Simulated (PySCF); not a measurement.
Simulated C 1s region for `C(C)([Si@H]1CC[SiH2]O1)=C`, binding energy against the vacuum level.

Every computed line was given a Gaussian of 0.4 eV full width at half maximum and an area set by the number of equivalent atoms; the highest printed point is 100. Theory: delta-SCF UKS SCAN, pcX-2 on the ionised atom, pcseg-1 elsewhere, spin-free X2C (PySCF 2.14.0).

(binding energy (eV), intensity): (289.3, 0), (289.4, 1), (289.5, 3), (289.6, 12), (289.7, 32), (289.8, 60), (289.9, 88), (290.0, 100), (290.1, 92), (290.2, 68), (290.3, 41), (290.4, 22), (290.5, 15), (290.6, 20), (290.7, 28), (290.8, 30), (290.9, 23), (291.0, 13), (291.1, 5), (291.2, 1), (291.3, 0)

How many maxima does the curve show, and how many computed lines lie under it?

The curve has 2 maxima (at 290.0 and 290.8 eV). Under it lie 5 lines from 5 inequivalent carbon sites. At this width some lines have no maximum of their own.

Decompose the envelope and assign each component. Numbering: `[CH2:1]=[C:2]([CH3:3])[Si@H:4]1[CH2:5][CH2:6][SiH2:7][O:8]1`.

```
position (eV)  relative area  line  atoms                      environment
       289.88              1  C 1s     C1             terminal =CH2 carbon
       289.95              1  C 1s     C2  fully substituted alkene carbon
       290.06              1  C 1s     C5      sp3 carbon bound to silicon
       290.18              1  C 1s     C6      sp3 carbon bound to silicon
       290.77              1  C 1s     C3                   allylic carbon
```

What are the centre and the root-mean-square width of the whole band?

The area-weighted mean of the lines is 290.17 eV. Their own spread about it is 0.32 eV (rms) and each Gaussian has σ = 0.4/2.355 = 0.17 eV; the variances add, which gives 0.36 eV.

Lowest listed C 1s: C1, bonded to C (double bond) and 2 H. Highest, 0.89 eV above it: C3, bonded to C and 3 H. The widest gap between neighbouring values is 0.59 eV, between 290.18 and 290.77 eV. Summing the Pauling electronegativity differences to the bonded atoms, each weighted by its formal bond order, gives -0.70 for the lowest site and -1.05 for the highest; the largest sum, -0.65, belongs to C2, 0.82 eV below the top. The smallest sum, -1.35, belongs to C5, 0.18 eV above the lowest.

No satellites, vibrations or lifetime broadening are included. One conformer (not necessarily the lowest) at the PBE0-D3(BJ)/def2-SVP geometry, without solvent, vibrations or thermal averaging.
